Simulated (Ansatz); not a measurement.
GaH6NSi (`N[SiH2][GaH2]`), 9 atoms. Total charge 0; spin multiplicity 1. Correlated methods include outer-core shells of Ga, which these sets cover unevenly. Scalar relativity is left out up to krypton. All runs use 2 threads of an Arm Neoverse V2 on a shared host. Correlated methods freeze the cores.

Question: Give the basis size and wall time and peak host memory of each of these runs in Ansatz. RKS r2SCANh-D4/def2-TZVPP energy; RKS PBE0-D4/def2-QZVPP energy; RKS ωB97X-V/def2-TZVPP energy; direct RPA on PBE orbitals/def2-TZVPP energy; RKS ωB97M-V/def2-QZVPP energy; RKS PBE0-D4/def2-SVP energy; RKS B2PLYP (frozen core)/def2-TZVPP energy; RHF-CCSD(T)/def2-SVP energy; RHF-CCSD(T)/def2-TZVPP energy; RKS ωB97M-V/def2-SVP energy; RKS CAM-B3LYP-D4/def2-TZVPP energy; RHF-MP2/def2-QZVPP energy. (Estimate.)

Answer: Ansatz gave: Other jobs shared the machine, so times are rough.

```json
{"level": "RKS PBE0-D4/def2-SVP", "job": "energy", "functions": "94", "wall time": "1.4 s", "peak host memory (GiB)": "0.39"}
{"level": "RHF-CCSD(T)/def2-SVP", "job": "energy", "functions": "94", "wall time": "3.5 s", "peak host memory (GiB)": "0.39"}
{"level": "RKS CAM-B3LYP-D4/def2-TZVPP", "job": "energy", "functions": "205", "wall time": "3.5 s", "peak host memory (GiB)": "0.51"}
{"level": "RKS r2SCANh-D4/def2-TZVPP", "job": "energy", "functions": "205", "wall time": "5 s", "peak host memory (GiB)": "0.47"}
{"level": "RKS B2PLYP (frozen core)/def2-TZVPP", "job": "energy", "functions": "205", "wall time": "5.5 s", "peak host memory (GiB)": "0.43"}
{"level": "direct RPA on PBE orbitals/def2-TZVPP", "job": "energy", "functions": "205", "wall time": "5.5 s", "peak host memory (GiB)": "0.42"}
{"level": "RKS ωB97M-V/def2-SVP", "job": "energy", "functions": "94", "wall time": "6.5 s", "peak host memory (GiB)": "0.39"}
{"level": "RKS ωB97X-V/def2-TZVPP", "job": "energy", "functions": "205", "wall time": "8 s", "peak host memory (GiB)": "0.56"}
{"level": "RKS PBE0-D4/def2-QZVPP", "job": "energy", "functions": "396", "wall time": "10 s", "peak host memory (GiB)": "1.1"}
{"level": "RHF-MP2/def2-QZVPP", "job": "energy", "functions": "396", "wall time": "19 s", "peak host memory (GiB)": "1.8"}
{"level": "RKS ωB97M-V/def2-QZVPP", "job": "energy", "functions": "396", "wall time": "23 s", "peak host memory (GiB)": "1.4"}
{"level": "RHF-CCSD(T)/def2-TZVPP", "job": "energy", "functions": "205", "wall time": "72 s", "peak host memory (GiB)": "2.5"}
```
